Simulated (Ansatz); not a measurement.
Species: 2-silyloxyethoxysilane, C2H10O2Si2 (charge 0, singlet). SMILES: [SiH3]OCCO[SiH3]
Geometry: optimised at B3LYP-D3(BJ)/def2-TZVP (Ansatz, a first-principles code).

Cost and difference of B3LYP with Ansatz in habitual basis sets for the atomisation energy (kcal/mol). Set-up: 6-311+G** with 5d, 6d on Na to Ar in Ansatz; LANL2DZ with its own core potentials from Na on; atomisation electronic, to ground-state atoms; non-relativistic; 6-31G* and kin with 6d, 5d where marked; no spin-orbit coupling; UHF or UKS for open shells; frozen cores in correlated levels; no dispersion term unless named. Basis-set limits of correlation are two-point, X^-3; Hartree-Fock from the larger set. Ab initio and DFT rows: single points at B3LYP-D3(BJ) geometries (Ansatz). Costs are core time of energy and forces over that of the cheapest set, on one shared machine, to one figure and rough; under a factor of 2 they don't order.

Coupled cluster (Ansatz) is a level with limits of its own, used here on species with T1 under 0.025 (0.045 for open shells) and stable references: CCSD(T)/CBS(cc-pV(T+d)Z,cc-pV(Q+d)Z).

Value to compare with: 1371.5 kcal/mol.

| level | relative cost | atomisation energy (kcal/mol) | difference |
|---|---|---|---|
| B3LYP/STO-3G | 1× | 1618.8 | 247.3 |
| B3LYP/3-21G | 1× | 1287.8 | -83.7 |
| B3LYP/LANL2DZ | 1× | 1271.4 | -100.1 |
| B3LYP/6-31G | 2× | 1246.4 | -125.1 |
| B3LYP/6-31G* | 3× | 1344.3 | -27.2 |
| B3LYP/def2-SVP | 3× | 1352.0 | -19.5 |
| B3LYP/6-31G** | 3× | 1351.7 | -19.8 |
| B3LYP/cc-pVDZ | 3× | 1318.4 | -53.1 |
| B3LYP/6-31+G* | 4× | 1336.5 | -35.0 |
| B3LYP/6-311+G** | 6× | 1334.7 | -36.8 |

The dearest set gives -36.8 kcal/mol. A small set can land close by cancelling terms.
